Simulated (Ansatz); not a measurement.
Geometry optimisation, RKS PBE0-D4/STO-3G (Ansatz).

input.yaml

```yaml
crystal:
  periodic: [false, false, false]
  atoms:
    - { symbol: C, position_ang: [1.8772, 0.1797, -0.9828] }
    - { symbol: C, position_ang: [1.1611, -0.8022, -0.071] }
    - { symbol: O, position_ang: [1.9164, -2.0042, -0.1579] }
    - { symbol: Si, position_ang: [-0.6151, -1.0518, -0.4064] }
    - { symbol: Si, position_ang: [-1.8183, 0.8762, 0.135] }
    - { symbol: "N", position_ang: [-1.6658, 1.3536, 1.7861] }
    - { symbol: H, position_ang: [2.9123, 0.3509, -0.7278] }
    - { symbol: H, position_ang: [1.844, -0.0958, -2.0442] }
    - { symbol: H, position_ang: [1.3526, 1.2235, -0.8968] }
    - { symbol: H, position_ang: [1.2542, -0.4444, 0.9874] }
    - { symbol: H, position_ang: [2.8395, -1.7929, 0.1791] }
    - { symbol: H, position_ang: [-0.9028, -1.3905, -1.8207] }
    - { symbol: H, position_ang: [-1.2653, -2.1508, 0.422] }
    - { symbol: H, position_ang: [-1.3498, 2.0444, -0.6192] }
    - { symbol: H, position_ang: [-3.2784, 0.7289, -0.0625] }
    - { symbol: H, position_ang: [-2.1209, 2.2688, 1.9449] }
    - { symbol: H, position_ang: [-2.16, 0.7063, 2.3749] }
basis:
  gaussian: { orbitals: STO-3G }
hamiltonian:
  xc: pbe0
  dispersion: d4
relax:
  f_tol: 0.015
  max_steps: 40
```

Run as:

```bash
$ ansatz run input.yaml --threads 1 --pin off --max-ram 2048MiB --backend cpu --events-out ev --progress --plain --runs-dir out
```

Where does it end, and by what steps?

It converged. The force dipped under the threshold on the way, but the program's further checks kept it going. Limits of this set-up: minimal basis. After 37 steps the energy has fallen by 0.882 eV; H17 moved furthest, 1.57 Å.

| step | energy less start (eV) | largest force component (eV/Å) | accepted |
| --- | --- | --- | --- |
| 0 | 0.0000 | 4.336 | yes |
| 2 | -0.8111 | 0.261 | yes |
| 4 | -0.8203 | 0.078 | yes |
| 6 | -0.8218 | 0.022 | yes |
| 8 | -0.8228 | 0.064 | yes |
| 10 | -0.8233 | 0.056 | yes |
| 12 | -0.8238 | 0.039 | yes |
| 14 | -0.8243 | 0.050 | yes |
| 16 | -0.8248 | 0.074 | yes |
| 18 | -0.8256 | 0.181 | yes |
| 20 | -0.8346 | 0.132 | yes |
| 22 | -0.8510 | 0.418 | yes |
| 24 | -0.8749 | 0.165 | yes |
| 26 | -0.8773 | 0.031 | yes |
| 28 | -0.8796 | 0.049 | yes |
| 30 | -0.8810 | 0.036 | yes |
| 32 | -0.8818 | 0.032 | yes |
| 34 | -0.8822 | 0.022 | yes |
| 36 | -0.8822 | 0.015 | yes |
| 37 | -0.8823 | 0.011 | yes |

```xyz
17
Properties=species:S:1:pos:R:3
C 1.594 0.428 -0.279
C 1.029 -0.986 0.041
O 1.821 -2.068 -0.547
Si -0.752 -1.167 -0.597
Si -1.955 0.641 0.011
N -0.897 1.736 0.956
H 2.599 0.551 0.148
H 1.662 0.584 -1.363
H 0.915 1.188 0.154
H 1.010 -1.082 1.150
H 2.751 -1.867 -0.174
H -0.728 -1.286 -2.037
H -1.334 -2.378 -0.064
H -2.393 1.409 -1.132
H -3.148 0.268 0.751
H -1.382 2.657 1.085
H -0.811 1.372 1.935
```

Time of the run: 2.9 min on 1 thread of Intel(R) Xeon(R) Platinum 8223CL CPU @ 3.00GHz (Skylake/Cascade Lake), on a shared host, peak memory 0.18 GiB.
